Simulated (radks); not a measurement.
Problem. Coherent X-ray form factor from a spherical all-electron density. All-electron calculation, scalar-relativistic Kohn-Sham, r2SCAN, spin-polarised, spherical densities, finite nucleus; meta-GGA in the generalised Kohn-Sham scheme; Fermi nuclear charge, rms radius of each element as measured or else 0.836 A^(1/3) + 0.57 fm. Program: a radial shooting solver on a logarithmic mesh with Libxc functionals.

sin(theta)/lambda (1/angstrom),f0 (electrons)
0.05,62.381
0.1,60.623
0.15,57.985
0.2,54.807
0.25,51.416
0.3,48.066
0.4,42.020
0.5,37.033
0.6,32.902
0.8,26.398
1,21.750
1.25,18.011
1.5,15.641
2,12.104

The species is in the configuration that NIST lists as its ground one. Which atom or ion scatters so?

Solution. The dysprosium ion Dy3+, [Xe] 4f9. Extrapolating in s^2 from the first two rows gives f0(0) = 63.0, near the electron count 63; among species with that count, the fall with angle is slower the higher Z, and the table is that of Z = 66; from so few rows the species is fixed only to a neighbour or two.
